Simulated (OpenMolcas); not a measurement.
## Lines of N II: computed and rescaled rates

```yaml
Program: OpenMolcas 26.06
Method: "MS-RASPT2, IPEA 0.25 Eh, imaginary shift 0.1 Eh (closed shells correlated: 1s)"
Basis: ANO-RCC-VQZP [5s4p3d2f1g]
Scalar_Hamiltonian: DKH2, point nucleus
Active_space: 4 electrons in 9 orbitals (RAS2 2s 2p; RAS3 3d, at most 2 electrons)
State_averaging: 2S+1 = 3 even, 6 roots; 2S+1 = 1 even, 11 roots; 2S+1 = 5 odd, 1 root; 2S+1 = 3 odd, 9 roots; 2S+1 = 1 odd, 8 roots
Spin-orbit_coupling: state interaction with AMFI integrals over the reference wave functions, term energies averaged over their components
```

Rates come from the transition moments of the reference wave functions (E1 and E2 in the length form). At fixed line strength A goes as λ^-3 for E1 and M1 and as λ^-5 for E2, so a rate at the computed wavelength can be rescaled to the measured one. Measured vacuum wavelengths follow from level energies in NIST Handbook of Basic Atomic Spectroscopic Data. Branching counts decays inside the model space alone, at computed energies, and the table is only a selection of the E2 and M1 lines, drawn from those between levels with measured partners whose computed energy lies within a factor of 1.5 of the measured one.

| Upper | Lower | Type | λ computed (nm) | λ measured (nm) | A computed (s-1) | A rescaled (s-1) | Branching % |
| --- | --- | --- | --- | --- | --- | --- | --- |
| 2s² 2p² ¹D₂ | 2s² 2p² ³P₂ | M1 | 647.5 | 658.5 | 2.38e-03 |  | 74.5 |
| 2s² 2p² ¹D₂ | 2s² 2p² ³P₁ | M1 | 643.9 | 655 | 8.08e-04 |  | 25.3 |
| 2s² 2p² ¹S₀ | 2s² 2p² ¹D₂ | E2 | 576.7 | 575.6 | 1.13e+00 | 1.14e+00 | 97.5 |
| 2s² 2p² ¹S₀ | 2s² 2p² ³P₁ | M1 | 304.2 | 306.4 | 2.82e-02 |  | 2.4 |

Spin-changing lines and M1 lines between different terms are not rescaled, since their strength hangs on the term gaps too.

The largest correction is for 2s² 2p² ¹S₀ → 2s² 2p² ¹D₂ (E2): 1.13e+00 × (576.7 / 575.6)^5 = 1.14e+00 s-1, a factor of 1.01.

The computed rate and branching of 2s² 2p² ¹S₀ → 2s² 2p² ¹D₂ give the upper level a radiative lifetime of 0.975 / 1.13e+00 s-1 = 8.63e-01 s, counting decays inside the model space alone. The rescaled rate gives about 8.5e-01 s.

No measured rate stands beside these. Rescaling mends the energy factor alone: line strengths can still be far off where a level mixes with configurations outside the active space, and weak or spin-changing lines hang on small mixing coefficients that depend on the term gaps too, so rescaling need not improve them.

CASPT2 breaks the degeneracy within a term, and the mean is taken; among the terms shown or strongly mixed into the levels shown the widest spread is 22 cm-1 (2s² 2p² ¹D). Active for correlation alone: 3d; no level in the range computed is led by a configuration that fills it, so any true level of that kind is missing. Computed and measured levels are paired by configuration, term and J; levels that our copy of the source lacks, or whose pairing is in doubt (as where it misses far off the trend of its configuration), stay unpaired. Levels of configurations outside the active space are missing.
